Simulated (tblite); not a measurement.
C3H7ClOSi.
Cartesian coordinates in Å at the GFN2-xTB level; atoms count from 1:
```
atom  x, y, z in Å
C1     2.8006    0.3135    0.1967
C2     1.7395   -0.4262   -0.0702
O3     0.4817    0.0541    0.0428
Si4   -0.9607   -0.6424   -0.2222
C5    -2.1503    0.7812    0.1910
Cl6   -3.8144    0.1976   -0.0467
H7     3.7917   -0.0868    0.1011
H8     2.7002    1.3352    0.5171
H9     1.8174   -1.4573   -0.3931
H10   -1.1138   -1.0512   -1.6186
H11   -1.1853   -1.7762    0.6749
H12   -2.0295    1.6451   -0.4582
H13   -2.0816    1.1138    1.2241
```

Computed with GFN2-xTB (tblite): harmonic, unscaled wavenumbers at the GFN2-xTB geometry, gas phase. Errors from tens to a few hundred cm⁻¹ against measured bands are possible. Modes of hydrogen on silicon can be 10 to 20 % off. One conformer, not necessarily the lowest.

Harmonic wavenumbers (cm⁻¹): 40.9, 60.0, 74.7, 104.5, 180.7, 225.4, 418.9, 482.3, 598.8, 678.2, 682.1, 739.5, 748.0, 762.2, 793.4, 802.2, 843.3, 1006.4, 1022.8, 1085.5, 1186.9, 1195.0, 1311.7, 1371.8, 1430.7, 1696.7, 2251.4, 2282.8, 2998.9, 3000.0, 3029.7, 3128.0, 3168.9.

A = 12134, B = 783.6, C = 745.9 MHz; mass 121.995 u (most abundant isotopes); point group Cs, symmetry number 1.

Problem. Zero-point energy?

Solution. Half the sum of the wavenumbers: 19701 cm⁻¹ = 56.33 kcal/mol.

Problem. What is S at 500 K and 1 bar for an ideal gas of classical rigid rotors and harmonic oscillators?

Solution. Translation 42.91, rotation 29.75, vibration 40.67: S = 113.3 cal/(mol K).

Problem. And Cp and H(500 K) − H(0)?

Solution. Cp = 42.81 cal/(mol K), of which vibrations give 34.86 (their classical limit is 33 R = 65.6); H(500 K) − H(0) = 13.59 kcal/mol without the zero-point energy, 9.62 from vibrations.

Problem. How do the functions run with temperature in this model?

Solution. 
```json
{"T (K)": "50", "S (cal/(mol K))": "58.6", "Cp (cal/(mol K))": "14.1", "H − H(0) (kcal/mol)": "0.53", "G − H(0) (kcal/mol)": "-2.39", "ln q(vib)": "0.75"}
{"T (K)": "100", "S (cal/(mol K))": "69.5", "Cp (cal/(mol K))": "17.6", "H − H(0) (kcal/mol)": "1.33", "G − H(0) (kcal/mol)": "-5.62", "ln q(vib)": "2.15"}
{"T (K)": "298.15", "S (cal/(mol K))": "94.3", "Cp (cal/(mol K))": "30.9", "H − H(0) (kcal/mol)": "6.07", "G − H(0) (kcal/mol)": "-22.05", "ln q(vib)": "6.73"}
{"T (K)": "373.15", "S (cal/(mol K))": "101.8", "Cp (cal/(mol K))": "35.9", "H − H(0) (kcal/mol)": "8.58", "G − H(0) (kcal/mol)": "-29.41", "ln q(vib)": "8.27"}
{"T (K)": "750", "S (cal/(mol K))": "132.6", "Cp (cal/(mol K))": "51.9", "H − H(0) (kcal/mol)": "25.53", "G − H(0) (kcal/mol)": "-73.89", "ln q(vib)": "15.39"}
{"T (K)": "1000", "S (cal/(mol K))": "148.4", "Cp (cal/(mol K))": "57.8", "H − H(0) (kcal/mol)": "39.30", "G − H(0) (kcal/mol)": "-109.06", "ln q(vib)": "19.55"}
```

q(vib) and H(0) count from the zero-point level.

Problem. Blend soft modes into free rotors: weight 1/[1 + (100 cm⁻¹/ν̃)⁴] for the oscillator and the rest for a rotor with moment μB/(μ + B), μ = h/(8π²ν), B = 10⁻⁴⁴ kg m². What vibrational entropy results?

Solution. 35.72 cal/(mol K) in place of 40.67, which changes −T·S at 500 K by +2.47 kcal/mol.

Problem. Which modes carry the vibrational entropy at 500 K?

Solution. 40.9 cm⁻¹: 6.24; 60.0 cm⁻¹: 5.48; 74.7 cm⁻¹: 5.05; 104.5 cm⁻¹: 4.38; 180.7 cm⁻¹: 3.31; 225.4 cm⁻¹: 2.88 cal/(mol K); the other 27 give 13.33 together.

Problem. What must be added to the electronic energy to get the Gibbs energy at 500 K and 1 bar?

Solution. ZPE + [H(500 K) − H(0)] − T·S = 56.33 + 13.59 − 56.66 = 13.26 kcal/mol.

Hindered rotation and anharmonicity are outside this model. Other conformers, if any are populated, would add a mixing term that is left out.
